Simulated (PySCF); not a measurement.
Ligands exchanged one at a time, In NH2-SH. All species are isolated molecules in the gas phase. One relaxed conformer stands for each flexible species; it need not be the lowest. Strings in code marks are SMILES.

The four lowest singlet excitations (Tamm–Dancoff). Method: PBE-D3(BJ)/def2-TZVP // B3LYP-D3(BJ)/def2-TZVP (PySCF). Excitations are Tamm–Dancoff values on a coarser integration grid. The basis has no diffuse functions, so Rydberg states are missing or too high.

| state | energy (eV) | wavelength (nm) | oscillator strength |
|---|---|---|---|
| S1 | 3.95 | 314 | 0.004 |
| S2 | 3.96 | 313 | 0.010 |
| S3 | 4.58 | 271 | 0.031 |
| S4 | 4.93 | 252 | 0.000 |

Which member gives these states?
A. `[NH2][In]([NH2])[SH]`
B. `[NH2][In]([NH2])[NH2]`
C. `[NH2][In]([SH])[SH]`

C, `[NH2][In]([SH])[SH]`
